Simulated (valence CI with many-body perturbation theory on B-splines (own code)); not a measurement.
W51+: key properties

Calculated by relativistic CI+MBPT: five valence electrons over a frozen Dirac-Fock core [Ar], a basis of 7 s, 7 p, 8 d, 6 f, 4 g, 1 h functions for each j, with the one-electron correlation potential Σ1, the two-electron term Σ2, the three-electron term Σ3, Breit, model QED; selected CI, second order for the rest, scaled by the run's own slope (own B-spline code, finite nucleus).

The last digits are not significant, and no measured levels were compared; by estimate large intervals hold to a few tenths of a per cent, small ones and those within an open d or f shell to about a per cent. Among the levels kept, up to 580 cm⁻¹ of a level comes from second order outside the variational space, and about a tenth of that is noise between levels of different J, which matters for small intervals. Only levels of the ground parity were solved; by the run's estimate the other parity begins above the list, which can be wrong where configurations are misplaced.

Levels are named by their leading jj configuration (3d3/2^4 stands for four electrons in 3d with j = 3/2), which in mixed levels can hold well under half, so a name can repeat and another be missing.

Rates and lifetimes use the calculated energies. Strong lines usually hold to 10 to 20 %, long lifetimes can be off by a factor of two.

**Question.** What is the ground level?

**Answer.** (3d3/2^4 3d5/2) J=5/2, composition 25 % 3d⁵ ⁴P + 25 % 3d⁵ ²D + 18 % 3d⁵ ²F, g = 1.281.

**Question.** How well does LS coupling describe the low levels?

**Answer.** Among the lowest 20 levels the leading LS term, summed over configurations, holds 49 % on average. For single configurations the figures are 49 % in LS and 97 % in jj coupling. Terms mix most in the J = 5/2 level at 0 cm⁻¹, where the leading one holds 25 %.

**Question.** What is the ionisation energy?

**Answer.** 4706.2 eV; NIST lists 4709 ± 4 eV (semi-empirical).
